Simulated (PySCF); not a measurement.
Spin–orbit doublets of 2p levels

C2H7FSSi.
Cartesian coordinates in Å at the GFN2-xTB level; atoms count from 1:
```
atom  x, y, z in Å
F1    -1.1737   -1.0584    1.5505
C2    -1.4019   -0.7881    0.2202
C3    -0.8113    0.5613   -0.1461
Si4    1.0630    0.6297    0.1661
S5     1.9140   -0.6729   -1.3250
H6    -0.9359   -1.5994   -0.3480
H7    -2.4883   -0.8134    0.0811
H8    -1.0353    0.7527   -1.1954
H9    -1.3083    1.3337    0.4407
H10    1.5698    1.9768   -0.0791
H11    1.4304    0.1268    1.4819
H12    3.1787   -0.4495   -1.0108
```

The calculation used delta-SCF UKS SCAN, pcX-2 on the ionised atom, pcseg-1 elsewhere, spin-free X2C (PySCF). Binding energies are ΔSCF values: E(core-ionised, relaxed orbitals) − E(ground state) at a fixed geometry, referred to the vacuum level. Spin–orbit coupling isn't in the SCF: each 2p doublet comes from a relaxed spin-free hole plus a matrix of the shell (mean-field spin–orbit coupling and the ground-state 2p splitting), with 2p3/2 averaged over its two sublevels. The splitting includes the ligand field, and 2p3/2 is the mean of two sublevels.

Give the 2p3/2 and 2p1/2 binding energies and the splitting.

| atom | environment | 2p3/2 (eV) | 2p1/2 (eV) | splitting (eV) | mean of the shell (eV) |
| --- | --- | --- | --- | --- | --- |
| Si4 | SiH2 silicon | 107.11 | 107.74 | 0.63 | 107.32 |

What are the 1s binding energies of the same atoms?

Si4 1846.89 eV.

Which Kα1 and Kα2 emission energies and wavelengths follow?

The photon carries the difference of the 1s-hole and 2p-hole states, both at the ground state's geometry; λ = 12398.42 eV Å/E.

```csv
atom,Kα1 (eV),Kα2 (eV),λ(Kα1) (Å),λ(Kα2) (Å)
Si4,1739.78,1739.15,7.1264,7.1290
```

And the 1s levels of the other atoms?

C3 (sp3 carbon bound to silicon) 290.70 eV; C2 (sp3 C–F carbon) 293.19 eV; F1 (alkyl fluorine) 692.38 eV; S5 (sulfur bonded to Si and H) 2476.99 eV.

Not every level is listed. The structure is a single GFN2-xTB conformer in the gas phase; no vibrational or solvent corrections.

The run took 54 s wall on one thread of an Arm Neoverse V1, shared host, and the process peaked at 0.48 GiB of memory.
